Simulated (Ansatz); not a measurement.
`[NH2][Al]([NH2])[NH2]` + `C#CC=O` → `C#[C][Al]([NH2])[NH2]` + `NC=O`  (formal exchange of groups at the Al–N bond)

Program: Ansatz. Geometries: PBE0-D4/def2-TZVP. ΔE: electronic, gas phase. CCSD(T)/CBS is the MP2 limit (def2-TZVPP, def2-QZVPP) plus CCSD(T) − MP2 in def2-TZVPP, frozen cores. This one scheme is used for every species. Functionals use def2-TZVPP. One conformer a species, not always the lowest.

`[NH2][Al]([NH2])[NH2]`:

Cartesian coordinates in Å:
```
N -0.997 0.370 1.416
Al 0.000 -0.001 0.000
N -0.740 -0.712 -1.443
N 1.737 0.342 0.026
H -0.705 0.935 2.195
H -1.938 0.046 1.559
H -0.233 -1.120 -2.210
H -1.730 -0.767 -1.615
H 2.268 0.568 0.850
H 2.338 0.339 -0.780
```

`C#CC=O`:

Cartesian coordinates in Å:
```
C -1.032 0.693 -0.896
C -0.216 0.177 -0.181
C 0.749 -0.501 0.651
O 1.435 0.053 1.469
H -1.751 1.169 -1.523
H 0.815 -1.591 0.480
```

`C#[C][Al]([NH2])[NH2]`:

Cartesian coordinates in Å:
```
C -2.025 -1.102 1.612
C -1.154 -0.628 0.919
Al 0.219 0.120 -0.175
N 1.028 1.591 0.362
N 0.636 -0.685 -1.687
H -2.792 -1.520 2.223
H 1.763 2.079 -0.123
H 0.802 2.063 1.222
H 0.185 -1.526 -2.008
H 1.337 -0.391 -2.346
```

`NC=O`:

Cartesian coordinates in Å:
```
N -0.378 -0.524 0.248
C 0.360 0.501 -0.231
O 0.800 1.406 0.433
H -0.592 -0.559 1.231
H -0.716 -1.249 -0.357
H 0.526 0.425 -1.323
```

| species | r2SCAN0 energy (Eh) |
| --- | --- |
| `[NH2][Al]([NH2])[NH2]` | -410.35589 |
| `C#CC=O` | -190.58536 |
| `C#[C][Al]([NH2])[NH2]` | -431.10717 |
| `NC=O` | -169.85227 |

(1) Work out ΔE.

Largest T1 diagnostic among the species: 0.016.

## Answers

(1) ΔE = (-431.10717) + (-169.85227) − (-410.35589) − (-190.58536) = -0.01819 Eh = -0.49 eV. CCSD(T)/CBS gives -0.38 eV.

At CCSD(T), def2-SVP lies −0.12 eV from the extrapolated value and def2-TZVPP −0.02 eV. From BLYP to BHLYP (50 % exact exchange), in def2-TZVPP and without D4, ΔE moves by −0.03 eV.
